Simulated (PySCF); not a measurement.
C4H7O, multiplicity 2. Atoms are numbered in the order given.

```xyz
12

C      0.0976    -2.0450     0.0000
C      0.6817    -0.6827     0.0000
C     -0.1457     0.5072     0.0000
C      0.5584     1.8542     0.0000
O     -1.3760     0.4282     0.0000
H     -0.9994    -1.9882     0.0000
H      0.4317    -2.6225    -0.8822
H      0.4317    -2.6225     0.8822
H      1.7710    -0.5650     0.0000
H      1.2052     1.9570     0.8870
H     -0.1903     2.6567     0.0000
H      1.2052     1.9570    -0.8870
```
Charge 0, spin multiplicity 2.

Geometry optimised at B3LYP-D3(BJ)/def2-SVP. The isomer is the one that the SMILES or the coordinates give; other isomers of the formula were not compared. The values are those of a single conformer.

All values below come from PySCF with B3LYP-D3(BJ)/def2-SVP.

No scaling factor is applied to the harmonic values.

**Question.** List the normal modes with their intensities. (The exact figures need the calculation; the answer reports its results.)

**Answer.** 
```
mode  ν (cm⁻¹)  IR (km/mol)  moving atoms (share of kinetic energy)
----  --------  -----------  --------------------------------------
1           44          0.1                                  H 93 %
2          108          0.3                                  H 93 %
3          158          0.7                          C 56 %, H 40 %
4          263          6.9                  C 45 %, H 28 %, O 27 %
5          418          6.4                  C 48 %, H 29 %, O 23 %
6          525          0.0                   C 45 %, H 45 %, O 9 %
7          605          5.5                  C 54 %, O 25 %, H 21 %
8          665          9.7                          H 73 %, C 27 %
9          798          8.4                   C 51 %, H 40 %, O 9 %
10         952         15.5                   H 55 %, C 36 %, O 8 %
11         962          1.5                          H 71 %, C 29 %
12        1021          2.5                          H 53 %, C 46 %
13        1038         31.3                          H 52 %, C 41 %
14        1139          3.5                          C 63 %, H 35 %
15        1211         45.3                          H 55 %, C 43 %
16        1360          3.0                          H 79 %, C 21 %
17        1369         33.5                          H 75 %, C 25 %
18        1410         13.5                          H 71 %, C 28 %
19        1435         21.0                                  H 95 %
20        1447         12.5                                  H 96 %
21        1450          5.0                                  H 96 %
22        1475         25.7                          H 52 %, C 47 %
23        1647         64.8                          C 63 %, O 33 %
24        2999         10.0                                  H 97 %
25        3031          3.3                                  H 97 %
26        3049          9.1                           H 91 %, C 9 %
27        3104          8.8                           H 91 %, C 9 %
28        3142          0.3                           H 91 %, C 9 %
29        3158          5.0                           H 91 %, C 9 %
30        3162         15.5                           H 92 %, C 8 %
```
